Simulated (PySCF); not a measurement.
Simulation results for AlBGeH4N, BGeH4O

Calculation on a computer-drawn molecule: the log of a Hartree-Fock and frozen-core CCSD(T) single point meant for a local Hartree-Fock minimum, with one planted fault or none, to be diagnosed. Offsets are logged minus clean, where the clean run is the same molecule without the fault. The reference is restricted for singlets and unrestricted otherwise, and also for a bond in bohr or an excited solution. Adding or removing an electron swaps singlet and doublet. The excited solution moves the top pair (singlet) or top alpha electron (doublet) to the lowest empty orbital. Highest occupied and lowest empty are orbital energies over both spins, largest force is the largest gradient component, triples share is (T) over the correlation energy, the T1 limit is 0.02 restricted and 0.045 unrestricted, electrons count all cores, a negative frequency is imaginary (commonest isotopes), and the dipole is about the centre of nuclear charge; on germanium a core potential holds 10 electrons, which the energies leave out, and 3d is frozen in MP2 and coupled-cluster steps. Program: PySCF 2.14.0.

Common to all runs: meant charge 1; meant multiplicity 1; meant basis and core potential on germanium cc-pVDZ-PP ECP10MDF; logged SCF converged yes; logged CC converged yes; logged SCF stable within its kind yes; possible faults no fault, one electron removed, one electron added, multiplicity raised by two, geometry at a saddle point, SCF held on an excited solution, minimal basis STO-3G, one bond length entered in bohr, all coordinates scaled.

```json
{"entry": 1, "formula": "AlBGeH4N", "logged_structure": {"atoms_angstrom": [["B", 3.3916, 0.6401, -2.7008], ["Ge", 3.3757, -1.1011, -1.5134], ["N", 2.9019, -1.0689, 0.1458], ["Al", 2.4669, -1.1756, 1.7571], ["H", 4.3975, 1.3013, -2.739], ["H", 2.3916, 0.9346, -3.3038], ["H", 3.7899, -2.4704, -2.0928], ["H", 2.0555, -1.2424, 3.2591]]}, "given": {"meant_basis": "cc-pV(D+d)Z", "logged_electrons": 60, "logged_basis_functions": 94, "logged_spin_squared": 0.0, "logged_highest_occupied [eV]": -14.425, "logged_lowest_empty [eV]": -3.5701, "logged_largest_force [hartree/bohr]": 0.0098355, "logged_T1_diagnostic": 0.019883, "logged_D1_diagnostic": 0.054676, "logged_triples_share": 0.034177, "logged_dipole_magnitude [debye]": 3.4642, "logged_energy_HF [hartree]": -616.48125, "logged_energy_CCSD(T) [hartree]": -616.9079, "drawn_bonds_atom": [1, 2, 3, 1, 1, 2, 4], "drawn_bonds_other_atom": [2, 3, 4, 5, 6, 7, 8], "drawn_bonds_order": [1, 1, 2, 1, 1, 1, 1]}, "results": {"planted_fault": "all coordinates scaled, by +1.2 %", "HF_energy_offset_from_clean_run [kcal/mol]": 0.7506, "CCSD(T)_energy_offset_from_clean_run [kcal/mol]": -0.8627}}
{"entry": 2, "formula": "BGeH4O", "logged_structure": {"atoms_angstrom": [["B", 1.0361, 1.2061, 0.9682], ["Ge", 1.8448, -0.1588, 2.3402], ["O", 1.4064, -1.7788, 2.0182], ["H", -0.0238, 1.6655, 1.2376], ["H", 1.6846, 1.4356, 0.0019], ["H", 2.7371, 0.0148, 3.5548], ["H", 1.7014, -2.5045, 2.5606]]}, "given": {"meant_basis": "cc-pVDZ", "logged_electrons": 48, "logged_basis_functions": 71, "logged_spin_squared": 2.0148, "logged_highest_occupied [eV]": -12.897, "logged_lowest_empty [eV]": -9.1734, "logged_largest_force [hartree/bohr]": 0.051095, "logged_T1_diagnostic": 0.043838, "logged_D1_diagnostic": 0.22927, "logged_triples_share": 0.026571, "logged_dipole_magnitude [debye]": 3.8821, "logged_energy_HF [hartree]": -394.79783, "logged_energy_CCSD(T) [hartree]": -395.17404, "drawn_bonds_atom": [1, 2, 1, 1, 2, 3], "drawn_bonds_other_atom": [2, 3, 4, 5, 6, 7], "drawn_bonds_order": [1, 1, 1, 1, 1, 1]}, "results": {"planted_fault": "multiplicity raised by two", "HF_energy_offset_from_clean_run [kcal/mol]": 109.6, "CCSD(T)_energy_offset_from_clean_run [kcal/mol]": 115.0}}
```
